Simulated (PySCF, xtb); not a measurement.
C₃H₆FNSi, SMILES C#C[C@H](N)[SiH2]F.

GFN2-xTB (xtb) at its own geometry gives an orbital gap of 4.25 eV and a dipole moment of 1.69 D.

Geometry: ωB97X-D3(BJ)/def2-SVP. The structure was generated by enumeration; whether it is a known compound was not checked. The values are those of a single conformer.

Q: What does r2SCAN/def2-TZVP run with PySCF give? (An estimate is asked for; the answer gives what the named calculation found.)

A: gap 5.11 eV (levels -5.84 and -0.73 eV), dipole 0.89 D.
